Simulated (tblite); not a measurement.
Compound: C6H5S (doublet state).
Atom-mapped SMILES: `[CH3:1][C:2](=[S:3])/[CH:4]=[C:5]1[C:6]=[CH:7]/1` (hydrogens: H8, H9, H10 on C1; H11 on C4; H12 on C7)
Bond orders are those of one Lewis drawing.

Computed with GFN2-xTB (tblite), gas phase: L-BFGS steps from a force-field or distance-geometry start until the largest atomic force falls under 0.01 eV/Å.

Step 14: E = -501.1721 eV
```
atom  x, y, z in Å  |  force x, y, z in eV/Å
C1     -1.2619   -0.3247    0.6709    0.006  -0.036   0.026
C2     -0.9805    0.7000   -0.3798   -0.024  -0.011   0.008
S3     -2.2536    1.6601   -0.8660   -0.015   0.037  -0.034
C4      0.3038    0.8512   -0.8989   -0.004   0.015  -0.016
C5      1.3647    0.0946   -0.5066    0.011   0.004  -0.016
C6      2.7444   -0.2935   -0.5707    0.001   0.008  -0.013
C7      1.9104   -0.9297    0.2948    0.033  -0.012   0.016
H8     -1.0747    0.1111    1.6537   -0.021  -0.009   0.005
H9     -0.6115   -1.1866    0.5476   -0.020  -0.048  -0.010
H10    -2.3010   -0.6443    0.6308    0.006   0.036   0.023
H11     0.4665    1.6075   -1.6509    0.005   0.043  -0.027
H12     1.6946   -1.6464    1.0491    0.021  -0.027   0.039
```

Step 15: E = -501.1726 eV
```
atom  x, y, z in Å  |  force x, y, z in eV/Å
C1     -1.2637   -0.3254    0.6695    0.001  -0.037   0.033
C2     -0.9807    0.6987   -0.3818   -0.022  -0.024   0.022
S3     -2.2543    1.6601   -0.8643   -0.002   0.036  -0.041
C4      0.3044    0.8501   -0.8994   -0.006   0.021  -0.015
C5      1.3668    0.0952   -0.5083   -0.024  -0.014   0.011
C6      2.7455   -0.2933   -0.5717    0.034   0.008  -0.025
C7      1.9132   -0.9286    0.2952    0.015  -0.013   0.021
H8     -1.0746    0.1113    1.6514   -0.011  -0.005   0.013
H9     -0.6181   -1.1910    0.5483   -0.008  -0.042  -0.021
H10    -2.3041   -0.6411    0.6334    0.002   0.036   0.010
H11     0.4682    1.6087   -1.6486    0.000   0.048  -0.036
H12     1.6985   -1.6454    1.0503    0.021  -0.014   0.027
```

Q: Estimate the geometry and energy of step 16. (The exact step hangs on the optimiser's Hessian estimate; all steps are aligned on step 15, rigid shifts and turns removed.)

A: E = -501.1731 eV, largest force 0.067 eV/Å
```
atom  x, y, z in Å  |  force x, y, z in eV/Å
C1     -1.2654   -0.3267    0.6687   -0.002  -0.024   0.026
C2     -0.9813    0.6971   -0.3835   -0.009  -0.024   0.025
S3     -2.2550    1.6606   -0.8635    0.020   0.022  -0.039
C4      0.3048    0.8495   -0.9002   -0.006   0.018  -0.008
C5      1.3686    0.0954   -0.5098   -0.051  -0.028   0.034
C6      2.7470   -0.2929   -0.5730    0.043   0.006  -0.027
C7      1.9164   -0.9276    0.2958   -0.004  -0.007   0.017
H8     -1.0746    0.1112    1.6494    0.004  -0.005   0.021
H9     -0.6249   -1.1963    0.5487    0.000  -0.029  -0.027
H10    -2.3072   -0.6371    0.6364   -0.008   0.029  -0.001
H11     0.4699    1.6108   -1.6470   -0.009   0.036  -0.029
H12     1.7030   -1.6447    1.0520    0.022   0.007   0.007
```

The energy changes by -0.0005 eV. The first-order estimate −F·Δx gives -0.0007 eV and the mean of the old and new forces, exact on a quadratic surface, -0.0005 eV. The step makes an angle of 69° with the force vector and moves no atom by more than 0.009 Å.

The cost below is that of the whole relaxation. The run took 0.42 s of wall time on one thread of an Arm Neoverse V1 (shared host).
